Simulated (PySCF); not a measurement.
A side-by-side comparison of computed properties.

First species: Thiirane, C2H4S.
SMILES: `C1CS1`

Second species: CH13NOSi4.
Z-matrix (Å and degrees, GFN2-xTB geometry), rows numbered from 1:
```
C 
Si  1  1.9052
Si  2  2.3503  1  109.97
O   3  1.6568  2  108.40  1   -66.95
Si  3  2.3362  2  111.79  1   174.63
Si  3  2.3192  2  112.97  1    41.19
N   6  1.7311  3  102.20  2    64.07
H   1  1.0866  2  110.91  3    59.96
H   1  1.0870  2  110.97  3   -59.20
H   1  1.0863  2  112.28  3  -179.61
H   2  1.4764  1  106.20  3  -126.48
H   2  1.4733  1  106.78  3   121.66
H   4  0.9526  3  123.05  2   -63.70
H   5  1.4734  3  113.03  2    56.78
H   5  1.4682  3  114.71  2   176.07
H   5  1.4638  3  111.65  2   -62.58
H   6  1.4695  3  117.89  2   175.96
H   6  1.4809  3  115.70  2   -59.43
H   7  1.0069  6  119.30  3   -51.79
H   7  1.0065  6  118.14  3   172.05
```

Levels: PBE0/pcSseg-1 for dipole moment, HOMO energy, LUMO energy and HOMO–LUMO gap; GFN2-xTB for rotational constant A and rotational constant C. Geometries: GFN2-xTB. Each species is one conformer at its optimised geometry, gas phase, non-relativistic unless stated; the electronic structure was computed with PySCF and density fitting.

The conformers computed, where there is a choice (atom-mapped SMILES and torsion angles):
- `[CH3:1][SiH2:2][Si@:3]([OH:4])([SiH3:5])[SiH2:6][NH2:7]`: C1–Si2–Si3–O4 -67°, Si2–Si3–Si6–N7 64°, H–O4–Si3–Si2 -64°, H–N7–Si6–Si3 -52°, H–N7–Si6–Si3 172°

Which of the two has the higher HOMO–LUMO gap, and by how much?

The first: 6.95 eV against 6.01 eV, a difference of 0.94 eV.

Which of the two has the higher HOMO energy, and by how much?

The first: -6.54 eV against -7.18 eV, a difference of 0.64 eV.

Which has the higher dipole moment?

The first: 1.99 D against 1.29 D, a difference of 0.70 D.

Which has the higher LUMO energy?

The first: 0.41 eV against -1.17 eV, a difference of 1.58 eV.

Which of the two has the higher rotational constant C, and by how much?

The first: 8.166 GHz against 0.667 GHz, a difference of 7.499 GHz.

Which has the higher rotational constant A?

The first: 22.079 GHz against 1.056 GHz, a difference of 21.023 GHz.

On the first: Point group C2v permits a dipole; with 1.99 D the species has a pure rotational spectrum. In atomic units the dipole is 0.78 e·bohr (1 au = 2.5417 D).

On the second: A dipole of 1.29 D is allowed in C1, and pure rotational transitions are dipole-allowed. The dipole matches unit charges of opposite sign 0.27 Å apart (1 e·Å = 4.8032 D).
